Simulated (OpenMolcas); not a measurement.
Lines of F³⁺: computed and rescaled rates

- Program: OpenMolcas 26.06
- Method: SS-RASPT2, IPEA 0.25 Eh, imaginary shift 0.1 Eh (closed shells correlated: 1s 2s)
- Basis: ANO-RCC-VQZP [5s4p3d2f1g]
- Scalar Hamiltonian: DKH2, point nucleus
- Active space: 2 electrons in 9 orbitals (RAS2 2p; RAS3 3s 3d, at most 1 electron)
- State averaging: 2S+1 = 3 even, 3 roots; 2S+1 = 1 even, 6 roots
- Spin-orbit coupling: RASSI with atomic mean-field integrals over the reference wave functions, term energies averaged over their components

Rates come from the transition moments of the reference wave functions (E1 and E2 in the length form). At fixed line strength A goes as λ^-3 for E1 and M1 and as λ^-5 for E2, so a rate at the computed wavelength can be rescaled to the measured one. Measured vacuum wavelengths follow from level energies in Moore, Atomic Energy Levels, vol. I, NSRDS-NBS 35 (1971 reprint of NBS Circular 467, 1949). Branching counts decays inside the model space alone, at computed energies, and the table is only a selection of the E2 and M1 lines, drawn from those between levels with measured partners whose computed energy lies within a factor of 1.5 of the measured one.

```
      Upper        Lower  Type  λ computed (nm)  λ measured (nm)  A computed (s-1)  A rescaled (s-1)  Branching %
2s2 2p2 3P1  2s2 2p2 3P0    M1            44820            44400          2.01e-04          2.07e-04        100.0
2s2 2p2 3P2  2s2 2p2 3P1    M1            23240            25760          1.08e-03          7.93e-04        100.0
2s2 2p2 1D2  2s2 2p2 3P2    M1            399.6              406          9.36e-02                           73.9
2s2 2p2 1D2  2s2 2p2 3P1    M1            392.8            399.7          3.29e-02                           25.9
2s2 2p2 1S0  2s2 2p2 1D2    E2            291.3            353.3          6.17e+00          2.35e+00         83.8
2s2 2p2 1S0  2s2 2p2 3P1    M1            167.3            187.6          1.18e+00                           16.1
```

Spin-changing lines and M1 lines between different terms are not rescaled, since their strength hangs on the term gaps too.

The largest correction is for 2s2 2p2 1S0 → 2s2 2p2 1D2 (E2): 6.17e+00 × (291.3 / 353.3)^5 = 2.35e+00 s-1, a factor of 0.38.

The computed rate and branching of 2s2 2p2 3P1 → 2s2 2p2 3P0 give the upper level a radiative lifetime of 1.000 / 2.01e-04 s-1 = 4.98e+03 s, counting decays inside the model space alone. The rescaled rate gives about 4.8e+03 s.

No measured rate stands beside these. Rescaling mends the energy factor alone: line strengths can still be far off where a level mixes with configurations outside the active space, and weak or spin-changing lines hang on small mixing coefficients that depend on the term gaps too, so rescaling need not improve them.

CASPT2 breaks the degeneracy within a term, and the mean is taken; among the terms shown or strongly mixed into the levels shown the widest spread is 74 cm-1 (2s2 2p2 1D). With the s shell closed, the reference lacks s² → p² mixing. Measured partners are found by configuration, term and J. A level has none where our copy of the source lacks it or the pairing is in doubt (some pairs that miss far off the trend of their configuration count as doubtful). Only configurations of the active space appear.
